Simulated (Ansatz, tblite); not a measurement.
Spin states of the cluster Be2S2⁻, each relaxed with PBE0-D4/def2-TZVPD in Ansatz. Electronic energies in the gas phase.

The xTB rows come from tblite. HSE06 is defined as in plane-wave codes, on full-range PBE exchange. Correlated methods freeze 10 core orbitals. The structure comes from a short search, and lower isomers may exist.

Doublet geometry (D2h within 0.1 Å):

```xyz
4

Be    0.277    0.806    0.572
Be   -0.277   -0.806   -0.572
S    -0.166   -0.914    1.369
S     0.166    0.915   -1.369
```

Quartet geometry (C2v within 0.1 Å):

```xyz
4

Be    0.362    1.130    0.514
Be   -0.227   -0.740   -1.036
S    -1.426    0.249    0.242
S     1.291   -0.639    0.280
```

⟨S²⟩: doublet 0.77 at PBE0-D4/def2-TZVPD (pure 0.75), quartet 3.76 at PBE0-D4/def2-TZVPD (pure 3.75).

Only these spin states were relaxed. The quartet has other bonds than the doublet, so the gap mixes isomer and spin.

```json
{"level": "GFN2-xTB", "quartet − doublet (kcal/mol)": "59.4", "lowest of these": "doublet", "remarks": "–"}
{"level": "HF/STO-3G", "quartet − doublet (kcal/mol)": "44.2", "lowest of these": "doublet", "remarks": "HOMO above zero (doublet), HOMO above zero (quartet), spin-contaminated (⟨S²⟩ 0.90) (doublet)"}
{"level": "HF/def2-TZVPPD", "quartet − doublet (kcal/mol)": "49.7", "lowest of these": "doublet", "remarks": "–"}
{"level": "PBE-D4/def2-TZVPD", "quartet − doublet (kcal/mol)": "63.8", "lowest of these": "doublet", "remarks": "HOMO above zero (doublet), HOMO above zero (quartet)"}
{"level": "r2SCAN-D4/def2-TZVPD", "quartet − doublet (kcal/mol)": "63.5", "lowest of these": "doublet", "remarks": "HOMO above zero (doublet), HOMO above zero (quartet)"}
{"level": "PBE0-D4/def2-TZVPD", "quartet − doublet (kcal/mol)": "64.0", "lowest of these": "doublet", "remarks": "HOMO above zero (quartet)"}
{"level": "HSE06-D4/def2-TZVPD", "quartet − doublet (kcal/mol)": "64.2", "lowest of these": "doublet", "remarks": "HOMO above zero (doublet), HOMO above zero (quartet)"}
{"level": "RPA@PBE/def2-TZVPD", "quartet − doublet (kcal/mol)": "60.7", "lowest of these": "doublet", "remarks": "–"}
{"level": "MP2/def2-TZVPD", "quartet − doublet (kcal/mol)": "67.5", "lowest of these": "doublet", "remarks": "–"}
{"level": "MP2/def2-TZVPPD", "quartet − doublet (kcal/mol)": "67.5", "lowest of these": "doublet", "remarks": "–"}
{"level": "CCSD/def2-TZVPPD", "quartet − doublet (kcal/mol)": "64.1", "lowest of these": "doublet", "remarks": "–"}
{"level": "CCSD(T)/def2-TZVPPD", "quartet − doublet (kcal/mol)": "64.8", "lowest of these": "doublet", "remarks": "–"}
```

Change of the quartet − doublet gap on mixing in exact exchange, in kcal/mol: PBE to PBE0 (25 % exact exchange) 0.2.

The xTB methods have no spin-polarisation term.
